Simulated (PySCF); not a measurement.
SMILES [NH2][InH2], PBE0/def2-SVP optimised geometry.

```
6

In     0.07    -0.69     0.00
H      1.79    -0.69     0.00
H     -1.02    -2.01     0.00
N     -0.79     1.14     0.00
H     -0.28     2.01    -0.01
H     -1.79     1.30    -0.01
```

Density from PBE0/def2-TZVP, def2 effective core potentials past Kr in PySCF at that geometry. The core electrons that the potentials of In replace are not part of the density.

Minimum of the electron density along straight lines between bonded atoms, close to the bond critical point (lines longer than 1.1 times the sum of covalent radii, or with two minima, are not listed):

```json
[
 {"bond": "In1–H2", "length / Å": "1.721", "ρ at the minimum / e bohr⁻³": "0.106", "∇²ρ there / e bohr⁻⁵": "0.10", "position (fraction from the first atom)": "0.64"},
 {"bond": "In1–H3", "length / Å": "1.721", "ρ at the minimum / e bohr⁻³": "0.106", "∇²ρ there / e bohr⁻⁵": "0.10", "position (fraction from the first atom)": "0.64"},
 {"bond": "In1–N4", "length / Å": "2.018", "ρ at the minimum / e bohr⁻³": "…", "∇²ρ there / e bohr⁻⁵": "…", "position (fraction from the first atom)": "0.52"},
 {"bond": "N4–H5", "length / Å": "1.013", "ρ at the minimum / e bohr⁻³": "0.333", "∇²ρ there / e bohr⁻⁵": "-1.60", "position (fraction from the first atom)": "0.74"},
 {"bond": "N4–H6", "length / Å": "1.013", "ρ at the minimum / e bohr⁻³": "0.333", "∇²ρ there / e bohr⁻⁵": "-1.60", "position (fraction from the first atom)": "0.74"}
]
```

Q: Complete the blanks.

A: 
- In1–N4, ρ at the minimum / e bohr⁻³: 0.113
- In1–N4, ∇²ρ there / e bohr⁻⁵: 0.43
